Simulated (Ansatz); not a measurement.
Relaxation of CHBBr (4 atoms, charge 0, multiplicity 2), to a largest force component of 0.02 eV/Å in at most 50 steps.

These are results of Ansatz 0.2.0, UKS PBE/def2-SVP, not measurements.

```xyz
4
Properties=species:S:1:pos:R:3
C -0.448 0.573 -0.469
B 0.244 -0.315 0.264
Br 1.184 -1.512 1.281
H -0.980 1.254 -1.075
```

Task: Where does it end, and by what steps?

Result: The run converged. After 4 steps the energy has fallen by 0.042 eV; H4 moved furthest, 0.04 Å.

```json
{"step": "0", "energy less start (eV)": "0.0000", "largest force component (eV/Å)": "0.829", "accepted": "yes"}
{"step": "1", "energy less start (eV)": "-0.0398", "largest force component (eV/Å)": "0.178", "accepted": "yes"}
{"step": "2", "energy less start (eV)": "-0.0419", "largest force component (eV/Å)": "0.020", "accepted": "yes"}
{"step": "3", "energy less start (eV)": "-0.0419", "largest force component (eV/Å)": "0.021", "accepted": "yes"}
{"step": "4", "energy less start (eV)": "-0.0421", "largest force component (eV/Å)": "0.003", "accepted": "yes"}
```

```xyz
4
Properties=species:S:1:pos:R:3
C -0.448 0.573 -0.486
B 0.253 -0.323 0.274
Br 1.200 -1.533 1.301
H -1.005 1.284 -1.090
```

Time of the run: 59 s on 2 threads of Intel(R) Xeon(R) Platinum 8488C (Sapphire Rapids), with other jobs on the host, peak memory 0.17 GiB.
